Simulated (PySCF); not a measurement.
# Cd: excitation energy

Cd [Kr] 4d10 5s2 (1S) → Cd [Kr] 4d10 5s1 5p1 (3P), as a difference of total energies. Calculation: PySCF 2.14, in x2c-TZVPPall (8s6p6d2f1g, 79 functions); the spin-free X2C one-electron Hamiltonian (Gaussian nucleus). Correlated levels: valence: [Kr] frozen. The calculations carry no spin-orbit coupling.

```tsv
method	excitation energy (cm⁻¹)
UHF	20247
MP2 (valence)	30301
SCS-MP2 (valence)	30724
CCSD (valence)	29314
CCSD(T) (valence)	30085
```

Errors of the correlated levels include the incompleteness of this basis and the frozen core.

The basis was made for the ground configuration and has no added diffuse functions, so the excitation energy can come out too high.

Task: Which method comes closest to the reference value, and which is furthest?

Result: The reference is 31246 cm⁻¹ (measured; NIST levels, between the centres of gravity of the two terms). Closest: SCS-MP2 (valence) (error -522.60 cm⁻¹); furthest: UHF (error -10999 cm⁻¹).
